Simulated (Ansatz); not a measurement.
The cluster In₅⁺. The state is a quintet with charge 1. Geometry PBE-D4/def2-SVP; atoms count from 1.

```tsv
atom	x (Å)	y (Å)	z (Å)
In1	1.131	2.048	-0.031
In2	0.953	0.836	-3.194
In3	-0.303	-0.750	-0.687
In4	-1.651	-2.549	1.596
In5	-0.131	0.415	2.316
```

In the def2 sets In takes a core potential; there is no spin–orbit coupling. At PBE0-D4/def2-TZVP a triplet of charge 1 lies 0.11 eV below the quintet, each at its own geometry. The structure comes from a short search, and lower isomers may exist.

Q: Estimate the Mulliken populations from the PBE0/def2-TZVP orbitals of Ansatz.

A: 
| atom | charge (e) | spin (α − β) |
| --- | --- | --- |
| In1 | 0.13 | 0.88 |
| In2 | 0.42 | 0.53 |
| In3 | -0.10 | 1.18 |
| In4 | 0.42 | 0.53 |
| In5 | 0.13 | 0.88 |
Mulliken values and Mayer orders depend strongly on the basis.

Q: Where does the spin sit?

A: Summed by element: In 4.00, of 4 unpaired in all. Largest on single atoms: In3 1.18, In1 0.88, In5 0.88.

Q: And the Mayer bond orders between bonded heavy atoms (over 0.3)?

A: In1–In2 0.35 (3.39 Å); In1–In3 0.53 (3.21 Å); In1–In5 0.61 (3.12 Å); In2–In3 0.46 (3.22 Å); In3–In4 0.47 (3.20 Å); In3–In5 0.53 (3.23 Å); In4–In5 0.34 (3.41 Å).
